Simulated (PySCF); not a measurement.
C2H8GaN.

```xyz
12

Ga     0.0000     0.0000    -0.0062
C      1.7628     0.0000    -0.9007
H      1.8682     0.8875    -1.5468
H      1.8682    -0.8875    -1.5468
H      2.5910     0.0000    -0.1750
C     -1.7628     0.0000    -0.9007
H     -1.8682     0.8875    -1.5468
H     -2.5910     0.0000    -0.1750
H     -1.8682    -0.8875    -1.5468
N      0.0000     0.0000     1.8206
H     -0.8374     0.0000     2.3968
H      0.8374     0.0000     2.3968
```
Charge 0, spin multiplicity 1.

Geometry: TPSSh-D3(BJ)/def2-SVP. The isomer is the one that the SMILES or the coordinates give; other isomers of the formula were not compared. One conformer was computed; it need not be the lowest.

Calculation: PBE/pcSseg-1 run with PySCF. Non-relativistic, no solvent.

Computed absolute GIAO shielding of each atom: isotropic value and principal components (ppm):
| atom | σ(iso) | σ11 | σ22 | σ33 | span |
|---|---|---|---|---|---|
| Ga1 | 1121.4 | 1008.6 | 1116.0 | 1239.6 | 231.1 |
| C2 | 186.1 | 175.2 | 188.2 | 194.7 | 19.5 |
| H3 | 31.2 | 26.6 | 28.3 | 38.7 | 12.1 |
| H4 | 31.2 | 26.6 | 28.3 | 38.7 | 12.1 |
| H5 | 31.3 | 26.2 | 28.9 | 38.7 | 12.5 |
| C6 | 186.1 | 175.2 | 188.2 | 194.7 | 19.5 |
| H7 | 31.2 | 26.6 | 28.3 | 38.7 | 12.1 |
| H8 | 31.3 | 26.2 | 28.9 | 38.7 | 12.5 |
| H9 | 31.2 | 26.6 | 28.3 | 38.7 | 12.1 |
| N10 | 187.8 | 113.5 | 210.4 | 239.5 | 126.0 |
| H11 | 28.9 | 22.9 | 24.8 | 38.9 | 15.9 |
| H12 | 28.9 | 22.9 | 24.8 | 38.9 | 15.9 |
